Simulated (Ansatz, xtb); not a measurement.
C3H3BrClF: which of two isomers lies lower

We compare a, `FC/C=C(\Cl)Br`, a singlet, with b, `F/C=C(\Cl)CBr`, a singlet. Both are isolated molecules in the gas phase, relaxed with PBE-D3(BJ)/def2-SVP, each in the lowest conformer that the search found.

a (Å):

```csv
atom,x (Å),y (Å),z (Å)
C,-0.6189,0.3299,0.1405
C,-0.6425,-1.1093,0.5519
C,-1.6784,-1.7380,1.1421
Br,-1.6061,-3.5782,1.6006
Cl,-3.1815,-0.9607,1.5311
F,0.5685,0.9209,0.5510
H,-1.4795,0.8825,0.5743
H,-0.6780,0.4089,-0.9709
H,0.2636,-1.6982,0.3390
```

b (Å):

```
atom    x (Å)    y (Å)    z (Å)
   C  -0.7204   0.4341  -0.1731
   C  -1.1813  -0.3050   0.8598
   C  -1.2119  -1.7873   0.8205
  Br   0.1299  -2.6117   2.0294
  Cl  -1.7536   0.4692   2.3049
   F  -0.6961   1.7643  -0.1641
   H  -0.3345  -0.0178  -1.1019
   H  -0.9876  -2.1672  -0.1929
   H  -2.1848  -2.1845   1.1632
```

Task: Which of the two would you expect CCSD(T)/def2-SVP + ΔMP2/def2-TZVPP electronic energies to favour?

Result: Structure b; the calculation gives E(b) − E(a) = −3.1 kcal/mol.

The same difference at several levels:

```
                             level             geometry  E(b) − E(a) (kcal/mol)  departure from the last row (kcal/mol)  job, with rough time for the two
                          GFN2-xTB             GFN2-xTB                      +0.1                                    +3.2              optimisation, 0.26 s
                         HF/STO-3G             GFN2-xTB                      −4.0                                    −0.9              single point, 0.98 s
                r2SCAN-D4/def2-SVP             GFN2-xTB                      −4.8                                    −1.8               single point, 6.1 s
               PBE-D3(BJ)/def2-SVP  PBE-D3(BJ)/def2-SVP                      −4.6                                    −1.6                optimisation, 56 s
                       HF/def2-SVP  PBE-D3(BJ)/def2-SVP                      −4.0                                    −0.9           part of the CCSD(T) run
                      MP2/def2-SVP  PBE-D3(BJ)/def2-SVP                      −3.7                                    −0.6           part of the CCSD(T) run
                  CCSD(T)/def2-SVP  PBE-D3(BJ)/def2-SVP                      −3.7                                    −0.6                      single point
CCSD(T)/def2-SVP + ΔMP2/def2-TZVPP  PBE-D3(BJ)/def2-SVP                      −3.1                                                        single point, 71 s
```

As drawn, both hold the same kinds of bond in the same numbers.

GFN2-xTB finds them nearly level. The largest departure from CCSD(T)/def2-SVP + ΔMP2/def2-TZVPP is that of GFN2-xTB, 3.2 kcal/mol. The last row adds to CCSD(T) the change of the MP2 difference between the two basis sets, here +0.6 kcal/mol.

With thermal terms from frequencies at re-optimised GFN2-xTB minima (ideal gas, soft modes damped towards free rotors, one conformer each, 298.15 K, 1 atm): the zero-point term adds +0.3 kcal/mol; ΔH is −2.9 and ΔG −2.6 kcal/mol.

The correlated steps freeze 18 core orbitals; the filled d shell of Br is correlated, in a basis made for valence electrons. Programs: Ansatz 0.2.0, xtb 6.7.1; the last row on 2 threads of Intel(R) Xeon(R) Processor @ 2.70GHz on a shared host.
